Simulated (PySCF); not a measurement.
C6H4F2, SMILES C#C[C@H](F)C=C=CF.

Geometry optimised at PBE0-D3(BJ)/def2-SVP. The structure was generated by enumeration; whether it is a known compound was not checked. One conformer was computed; it need not be the lowest.

Level of theory: PySCF with PBE/def2-TZVP.

The molecule is in vacuum.

total energy: -430.25924 hartree
highest occupied level: -6.31 eV
lowest empty level: -1.79 eV
orbital gap: 4.53 eV
dipole moment: 2.33 D
quadrupole, principal values (traceless, Buckingham form, about the centre of nuclear charge): -6.11, 1.11, 5.01 D·Å
